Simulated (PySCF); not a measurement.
Compound: C5H11NO2Si.
Bonds: C1–O2, O2–Si3, Si3–C4, C4–O5 (double), C4–N6, N6–C7, C7–C8, C8–C9, C7–C9. Hydrogens: H10, H11, H12 on C1; H13, H14 on Si3; H15 on N6; H16 on C7; H17, H18 on C8; H19, H20 on C9.

Definitions: NICS(0) = −σiso at the ring centroid; NICS(1) = −σiso and NICS(1)zz = −σzz at ±1 Å along the ring normal z. Level: GIAO PBE0/pcSseg-1 (PySCF, non-relativistic, gas phase) on the GFN2-xTB geometry, one conformer.

Ring bond lengths (Å), with Mayer bond orders in brackets: C7–C8 1.499 (0.95), C8–C9 1.503 (0.96), C9–C7 1.498 (0.95).

Question: Give the NICS values of each ring in ppm.

Answer: 
```tsv
ring	type	NICS(0)	NICS(1), two faces	NICS(1)zz, two faces	rms pucker (Å)	centre to ring atoms, mean (Å)
C7–C8–C9	3-membered carbocycle; formal bonds all single	-40.7	-8.5 / -7.4	-23.4 / -19.0	0.00	0.87
```

Question: What do they say, and how far can they be read as aromaticity?

Answer: 
- C7–C8–C9: mean NICS(1)zz -21.2 ppm, shielded. C7, C8, C9 have four or more neighbours, so the value isn't read as a sign of a π ring current. The two faces differ by 4.4 ppm, so no symmetry operation interchanges them. NICS(0) lies 33 ppm below the mean NICS(1).

Question: At the first NICS(1) probe listed for ring C7–C8–C9, 1 Å off the ring, how large is the induced field along the normal in 14.1 T applied along it?

Answer: NICSzz × B0 = -23.4 ppm × 14.1 T = -330 μT, against the applied field.

On one thread of an Arm Neoverse V2, shared host, this took 45 s wall (grids of density and orbitals included) and 0.95 GiB of memory at its peak. This is the whole shielding run at PBE0/pcSseg-1, SCF included.

Shape of the structure used: `[CH3:1][O:2][SiH2:3][C:4](=[O:5])[NH:6][CH:7]1[CH2:8][CH2:9]1`: C1–O2–Si3–C4 180°, O2–Si3–C4–O5 -179°, Si3–C4–N6–C7 180°, C4–N6–C7–C8 -144°.
